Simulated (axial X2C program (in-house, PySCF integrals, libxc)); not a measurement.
**What spin–orbit coupling does to TeC**

All values were computed with an axial X2C code built on PySCF integrals. Spin-free means the one-electron spin-free X2C Hamiltonian; two-component (2c) means X2C with spin–orbit coupling and atomic mean-field two-electron Coulomb and Gaunt terms, so the difference of the two also holds small scalar two-electron terms. Basis: Te dyall-cv3z [11s12p8d4f1g], C dyall-v3z [7s6p2d1f] (cores contracted in-house); Gaussian nuclei, density fitting, unrestricted open shells. Masses: Te 129.906 u, C 12.000 u.

Spin-free state: M_S = 0, Λ = 0 (closed shell); fragments Te + C.

| level | Re (Å) | ωe (cm⁻¹) | De (eV) | μ (D) |
| --- | --- | --- | --- | --- |
| PBE0 | 1.882 | 905.2 | 4.698 | -2.59 |
| HF | 1.867 | 960.0 | 1.424 | -2.24 |
| M06 | 1.888 | 889.9 | 4.681 | -2.88 |

Dipoles are positive if C is the positive end.

Two-component determinant lowest at the distance of the search:

Ω = 0 (closed shell); fragments Te + C.

```csv
level,Re (Å),ωe (cm⁻¹),De (eV),μ (D)
PBE0,1.885,898.6,4.448,-2.61
HF,1.871,946.2,n/a,-2.29
M06,1.890,882.8,4.345,-2.90
```

From the two tables, how do the constants change at the PBE0 level (2c against spin-free)?

At the PBE0 level Re goes up by 0.003 Å and ωe drops by 6.6 cm⁻¹; De is not compared, since the atomic limits differ or miss part of their spin–orbit lowering.

One determinant describes the state; a PBE0 search over occupations chose it and may have missed a lower one. The closed shell is kept restricted, so the energy runs too high when the bond is stretched far. De is counted from the lowest determinant-based energies of the atoms at the same level, without counterpoise correction. De is not given where an atomic determinant may have missed its ground term or J level, or where the truncated virtual space spoils (T). The 2c atoms are single determinants rather than J levels; their spin–orbit lowering is only partly caught, and De is too large by that part. This holds for PBE0, M06. The functionals have no current-density term, which raises determinants with orbital currents, atoms included.
